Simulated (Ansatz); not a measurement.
Consider the formal exchange of groups at the Al–Cl bond: `[F][Al]([Cl])[SeH]` + `Oc1ccsc1` → `[OH][Al]([F])[SeH]` + `Clc1ccsc1`.

Computed with Ansatz on PBE0-D4/def2-TZVP structures; ΔE is electronic, products minus reactants. CCSD(T)/CBS adds triple-zeta CCSD(T) − MP2 to the extrapolated MP2 energy (def2 sets, frozen cores). DFT in def2-TZVPP. For Se outer-core shells are correlated without core-valence functions, which leaves a few kJ/mol of doubt a bond. Scalar relativity is left out up to krypton. One conformer a species, not always the lowest.

CCSD(T)/CBS gives +0.13 eV.

Q: Another level gave +0.22 eV. Which?
A. MP2/def2-TZVPP
B. B2PLYP/def2-TZVPP
C. HF/def2-TZVPP
D. r2SCANh/def2-TZVPP

A: D. r2SCANh 0.22, HF/def2-TZVPP 0.31, B2PLYP 0.14, MP2/def2-TZVPP 0.05 eV.

Largest T1 diagnostic among the species: 0.013.

In def2-TZVPP, CCSD(T) changes the Hartree–Fock value by −0.17 eV (the triples alone add −0.02 eV) and MP2 by −0.26 eV. Leaving LDA and LC-ωPBE aside and taking each functional with its dispersion term where it has one, the values, not all of them listed here, spread over 0.12 eV, from BLYP-D4 to B97M-V.
